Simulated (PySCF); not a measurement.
C2H5ClOSi, SMILES C=C[Si@H](O)Cl. Geometry: PBE-D3(BJ)/def2-SVP. The structure was generated by enumeration; whether it is a known compound was not checked. One conformer was computed; it need not be the lowest.

These are PySCF with PBE-D3(BJ)/def2-SVP values and carry that method's errors.

Harmonic wavenumbers (cm⁻¹): 82, 149, 189, 248, 292, 384, 497, 545, 664, 761, 790, 855, 891, 954, 971, 1006, 1224, 1365, 1617, 2220, 3050, 3079, 3144, 3755. Rotational constants (GHz): 4.855, 2.010, 1.582; symmetry number 1.

Question: Work out the zero-point energy and the ideal-gas rigid-rotor harmonic-oscillator thermochemistry at 298.15 K and 1 atm.

Answer: ZPE = ½ Σ hcν = ½ × 28732 cm⁻¹ = 171.85 kJ/mol. H − E(el) = 192.86 kJ/mol. Entropy in J/(mol K): translation 167.21, rotation 114.78, vibration 65.71, total 347.70. G − E(el) = 89.19 kJ/mol. Cp = 108.67 J/(mol K). Modes under 150 cm⁻¹ make the vibrational entropy uncertain.
